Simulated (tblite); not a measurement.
C6H15AsSi.
SMILES with atom numbers: `[CH3:1][C@@H:2]1[CH2:3][SiH2:4][CH2:5][CH2:6][CH2:7][AsH:8]1` (hydrogens: H9, H10, H11 on C1; H12 on C2; H13, H14 on C3; H15, H16 on Si4; H17, H18 on C5; H19, H20 on C6; H21, H22 on C7; H23 on As8)

Computed with GFN2-xTB (tblite), gas phase: L-BFGS steps from a force-field or distance-geometry start until the largest atomic force falls under 0.01 eV/Å.

Step 24: E = -668.5718 eV
```
atom  x, y, z in Å  |  force x, y, z in eV/Å
C1     -2.8604   -0.6791   -0.3027   -0.009  -0.008   0.016
C2     -1.3872   -0.3591   -0.0520   -0.055  -0.037   0.009
C3     -1.0930    1.1060   -0.3827   -0.019  -0.028   0.020
Si4     0.3993    1.9120    0.4811    0.024   0.036   0.016
C5      1.9963    0.8910    0.7129    0.009  -0.020  -0.011
C6      2.2669   -0.2499   -0.2672    0.012  -0.028  -0.007
C7      1.3848   -1.4784   -0.0254   -0.014   0.009  -0.010
As8    -0.2343   -1.5482   -1.1726    0.011   0.045   0.039
H9     -3.4971   -0.1532    0.4108    0.004   0.020  -0.052
H10    -3.0441   -1.7509   -0.1965   -0.003   0.036   0.000
H11    -3.1515   -0.3799   -1.3121    0.035  -0.032   0.045
H12    -1.1674   -0.5571    1.0050   -0.012   0.017  -0.010
H13    -0.9903    1.2061   -1.4690   -0.017   0.004   0.004
H14    -1.9610    1.7123   -0.1063   -0.024   0.012  -0.023
H15    -0.0238    2.3403    1.8302    0.008  -0.033  -0.065
H16     0.7340    3.0991   -0.3286   -0.007  -0.024   0.035
H17     2.0367    0.4871    1.7269   -0.026  -0.003   0.004
H18     2.8263    1.5985    0.6449    0.003  -0.003   0.008
H19     2.1363    0.1121   -1.2941    0.017  -0.023   0.003
H20     3.3154   -0.5472   -0.1623    0.029   0.025  -0.009
H21     1.0871   -1.5248    1.0266    0.030  -0.029  -0.016
H22     1.9589   -2.3872   -0.2381   -0.008   0.033  -0.003
H23    -0.7366   -2.8226   -0.5185    0.014   0.032   0.007
```

Step 25: E = -668.5727 eV
```
atom  x, y, z in Å  |  force x, y, z in eV/Å
C1     -2.8609   -0.6797   -0.3029   -0.015  -0.006   0.017
C2     -1.3883   -0.3586   -0.0504   -0.049  -0.027  -0.007
C3     -1.0944    1.1069   -0.3827   -0.014  -0.033   0.022
Si4     0.3993    1.9132    0.4803    0.020  -0.011  -0.003
C5      1.9957    0.8911    0.7115    0.015  -0.028  -0.004
C6      2.2689   -0.2495   -0.2680    0.011  -0.025  -0.014
C7      1.3859   -1.4775   -0.0278   -0.016   0.011  -0.017
As8    -0.2357   -1.5495   -1.1706    0.012   0.076   0.025
H9     -3.4988   -0.1510    0.4065   -0.007   0.032  -0.034
H10    -3.0481   -1.7502   -0.1942    0.013   0.017   0.012
H11    -3.1515   -0.3855   -1.3133    0.041  -0.015   0.024
H12    -1.1688   -0.5547    1.0070   -0.015   0.015  -0.016
H13    -0.9936    1.2076   -1.4693   -0.014  -0.003   0.009
H14    -1.9620    1.7137   -0.1057   -0.025   0.008  -0.019
H15    -0.0235    2.3352    1.8296    0.001  -0.017  -0.040
H16     0.7361    3.0990   -0.3279   -0.007  -0.006   0.026
H17     2.0360    0.4847    1.7239   -0.040  -0.006   0.030
H18     2.8257    1.5985    0.6490    0.013   0.006  -0.010
H19     2.1440    0.1133   -1.2948   -0.002  -0.026  -0.012
H20     3.3164   -0.5478   -0.1604    0.043   0.023   0.002
H21     1.0887   -1.5249    1.0240    0.032  -0.029  -0.003
H22     1.9588   -2.3867   -0.2419   -0.002   0.033  -0.003
H23    -0.7347   -2.8206   -0.5121    0.006   0.012   0.015
```

Step 26: E = -668.5736 eV
```
atom  x, y, z in Å  |  force x, y, z in eV/Å
C1     -2.8617   -0.6802   -0.3027   -0.017  -0.002   0.014
C2     -1.3900   -0.3586   -0.0489   -0.026  -0.002  -0.013
C3     -1.0960    1.1072   -0.3824   -0.011  -0.022   0.016
Si4     0.3995    1.9139    0.4794    0.009  -0.061  -0.027
C5      1.9954    0.8906    0.7102    0.018  -0.026   0.005
C6      2.2710   -0.2496   -0.2689    0.014  -0.010  -0.013
C7      1.3867   -1.4766   -0.0300   -0.006   0.012  -0.014
As8    -0.2368   -1.5494   -1.1681    0.007   0.084   0.005
H9     -3.5008   -0.1483    0.4019   -0.021   0.042  -0.010
H10    -3.0512   -1.7493   -0.1918    0.018  -0.011   0.025
H11    -3.1506   -0.3908   -1.3139    0.039   0.001  -0.009
H12    -1.1706   -0.5519    1.0089   -0.017   0.008  -0.013
H13    -0.9968    1.2087   -1.4693   -0.010  -0.013   0.016
H14    -1.9632    1.7151   -0.1054   -0.021   0.001  -0.014
H15    -0.0233    2.3301    1.8282   -0.008   0.000  -0.009
H16     0.7379    3.0988   -0.3267   -0.006   0.014   0.013
H17     2.0344    0.4824    1.7216   -0.046  -0.007   0.041
H18     2.8252    1.5985    0.6523    0.018   0.007  -0.021
H19     2.1510    0.1139   -1.2957   -0.017  -0.027  -0.022
H20     3.3181   -0.5478   -0.1587    0.047   0.016   0.008
H21     1.0911   -1.5254    1.0218    0.031  -0.026   0.010
H22     1.9589   -2.3855   -0.2454    0.002   0.023  -0.008
H23    -0.7328   -2.8189   -0.5066    0.002   0.000   0.018
```

Step 27: E = -668.5746 eV
```
atom  x, y, z in Å  |  force x, y, z in eV/Å
C1     -2.8628   -0.6807   -0.3020   -0.018   0.003   0.006
C2     -1.3925   -0.3586   -0.0468    0.003   0.029  -0.010
C3     -1.0982    1.1071   -0.3817   -0.009   0.000   0.005
Si4     0.3999    1.9135    0.4778   -0.004  -0.096  -0.043
C5      1.9953    0.8896    0.7088    0.018  -0.017   0.015
C6      2.2736   -0.2499   -0.2702    0.022   0.009  -0.006
C7      1.3876   -1.4754   -0.0324    0.012   0.013  -0.003
As8    -0.2380   -1.5476   -1.1650   -0.003   0.071  -0.018
H9     -3.5036   -0.1444    0.3966   -0.033   0.047   0.013
H10    -3.0541   -1.7483   -0.1887    0.018  -0.038   0.040
H11    -3.1483   -0.3962   -1.3146    0.032   0.015  -0.044
H12    -1.1731   -0.5482    1.0115   -0.017  -0.003  -0.004
H13    -1.0007    1.2093   -1.4690   -0.005  -0.023   0.019
H14    -1.9648    1.7167   -0.1055   -0.014  -0.007  -0.005
H15    -0.0233    2.3242    1.8264   -0.015   0.014   0.019
H16     0.7400    3.0987   -0.3251   -0.007   0.027   0.001
H17     2.0313    0.4798    1.7198   -0.045  -0.007   0.040
H18     2.8248    1.5985    0.6555    0.018   0.000  -0.027
H19     2.1581    0.1137   -1.2973   -0.028  -0.027  -0.027
H20     3.3207   -0.5471   -0.1567    0.043   0.005   0.011
H21     1.0949   -1.5264    1.0199    0.028  -0.020   0.021
H22     1.9594   -2.3838   -0.2492    0.005   0.006  -0.019
H23    -0.7310   -2.8174   -0.5020    0.002   0.000   0.016
```

**Question.** Estimate the geometry and energy of step 28. (The exact step hangs on the optimiser's Hessian estimate; all steps are aligned on step 27, rigid shifts and turns removed.)

**Answer.** E = -668.5759 eV, largest force 0.110 eV/Å
```
atom  x, y, z in Å  |  force x, y, z in eV/Å
C1     -2.8646   -0.6810   -0.3008   -0.019   0.011  -0.007
C2     -1.3958   -0.3582   -0.0434    0.027   0.055  -0.001
C3     -1.1013    1.1068   -0.3808   -0.010   0.028  -0.011
Si4     0.4002    1.9114    0.4750   -0.016  -0.100  -0.044
C5      1.9954    0.8879    0.7071    0.016  -0.002   0.023
C6      2.2772   -0.2503   -0.2721    0.032   0.026   0.006
C7      1.3893   -1.4740   -0.0349    0.036   0.011   0.013
As8    -0.2392   -1.5434   -1.1609   -0.013   0.036  -0.038
H9     -3.5081   -0.1383    0.3897   -0.037   0.041   0.028
H10    -3.0574   -1.7474   -0.1840    0.014  -0.050   0.055
H11    -3.1440   -0.4027   -1.3160    0.020   0.023  -0.071
H12    -1.1771   -0.5430    1.0155   -0.017  -0.017   0.006
H13    -1.0057    1.2090   -1.4682    0.000  -0.034   0.012
H14    -1.9670    1.7187   -0.1059   -0.007  -0.013   0.008
H15    -0.0237    2.3167    1.8240   -0.018   0.025   0.036
H16     0.7427    3.0989   -0.3229   -0.012   0.027  -0.007
H17     2.0262    0.4765    1.7180   -0.035  -0.003   0.027
H18     2.8243    1.5984    0.6588    0.014  -0.011  -0.027
H19     2.1663    0.1125   -1.3000   -0.036  -0.025  -0.022
H20     3.3248   -0.5458   -0.1544    0.029  -0.008   0.009
H21     1.1011   -1.5284    1.0183    0.023  -0.012   0.027
H22     1.9606   -2.3815   -0.2542    0.004  -0.015  -0.033
H23    -0.7288   -2.8159   -0.4978    0.004   0.010   0.009
```

The energy changes by -0.0013 eV. The first-order estimate −F·Δx gives -0.0017 eV and the mean of the old and new forces, exact on a quadratic surface, -0.0013 eV. The step makes an angle of 72° with the force vector and moves no atom by more than 0.010 Å.

What follows is the cost of the whole relaxation. Hardware: one thread, Intel Xeon at 2.50 GHz (x86_64), shared host. Cost: 5.2 s wall.
